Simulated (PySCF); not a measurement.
**Adding and removing an electron: SbF**

PBE0; basis Sb def2-TZVPPD with ECP28, F def2-TZVPPD; scalar-relativistic core potentials; PySCF 2.14. Neutral (UKS): triplet (π ↑↑), Re = 1.923 Å, ωe = 607 cm⁻¹, De = 4.10 eV, HOMO -6.44 eV, LUMO -2.85 eV.

SbF⁺ (UKS): doublet (π ↑), Re = 1.850 Å, ωe = 721 cm⁻¹, De = 4.29 eV to Sb⁺ + F. The energies at the minima are -340.05072 hartree for SbF and -339.72546 for SbF⁺.

Task: Work out the adiabatic ionisation energy, without and with harmonic zero-point energies (1 hartree = 27.2114 eV, 1 eV = 8065.5 cm⁻¹), and the change of the bond length.

Result: At PBE0: 0.32526 hartree = 8.851 eV between the minima; the zero-point term (721.0 − 607.0)/2 cm⁻¹ = +0.007 eV makes it 8.858 eV. Re changes by -7.3 pm against the neutral. The electron leaves a π orbital, and the shorter bond of the ion fits an antibonding orbital, or a change in how ionic the bond is.

SbF⁻ (UKS): doublet (π ↑), Re = 2.013 Å, ωe = 486 cm⁻¹, De = 1.86 eV to Sb + F⁻. The energies at the minima are -340.05072 hartree for SbF and -340.08774 for SbF⁻.

Task: Work out the adiabatic electron affinity, without and with harmonic zero-point energies (1 hartree = 27.2114 eV, 1 eV = 8065.5 cm⁻¹), and the change of the bond length.

Result: At PBE0: 0.03702 hartree = 1.007 eV between the minima; the zero-point term (607.0 − 486.0)/2 cm⁻¹ = +0.008 eV makes it 1.015 eV. Re changes by +9.0 pm against the neutral. The electron enters a π orbital, and the longer bond of the ion fits an antibonding orbital, or a change in how ionic the bond is.

These are scalar-relativistic numbers at best; spin–orbit coupling would shift them, the dissociation energy most. For an ion De counts to the pair picked by the measured ionisation energies or electron affinities, which need not be the lowest pair at this level. The highest Kohn–Sham level is positive in this anion. Much of that is self-interaction error, but it also means that the finite basis helps to hold the extra electron. States were picked by a PBE0 search and need not be the measured ground states.
